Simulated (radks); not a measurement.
Excited configurations of Co II: one electron is placed in a higher orbital outside [Ar] 3d7. The ground configuration is [Ar] 3d8. Method: non-relativistic Kohn-Sham, r2SCAN, spin-polarised, spherical densities, point nucleus; open shells are filled with parallel spins first; meta-GGA in the generalised Kohn-Sham scheme; computed with a radial shooting solver on a logarithmic mesh with Libxc functionals. Excitation = E - E(ground); binding = E(ion) - E, where the ion is the core of charge +2; n* = 2/sqrt(2 binding) in atomic units, and the quantum defect is n - n*.

[
 {"outer orbital": "4d", "excitation (eV)": "11.791", "binding (eV)": "5.810", "n*": "3.061", "quantum defect": "0.939", "<r> (bohr)": "5.549"},
 {"outer orbital": "4f", "excitation (eV)": "14.204", "binding (eV)": "3.397", "n*": "4.003", "quantum defect": "-0.003", "<r> (bohr)": "8.992"},
 {"outer orbital": "5p", "excitation (eV)": "12.174", "binding (eV)": "5.426", "n*": "3.167", "quantum defect": "1.833", "<r> (bohr)": "7.302"},
 {"outer orbital": "6f", "excitation (eV)": "16.006", "binding (eV)": "1.595", "n*": "5.842", "quantum defect": "0.158", "<r> (bohr)": "23.42"},
 {"outer orbital": "7p", "excitation (eV)": "15.501", "binding (eV)": "2.100", "n*": "5.091", "quantum defect": "1.909", "<r> (bohr)": "19.65"}
]

The Delta-SCF ionisation energy is 17.601 eV (NIST Atomic Spectra Database: 17.084 eV, measured). Self-interaction in the functional shifts the binding energies and quantum defects, so they are the method's values and not measured ones. Open shells are spherical and high-spin; term and fine-structure splittings are not resolved.
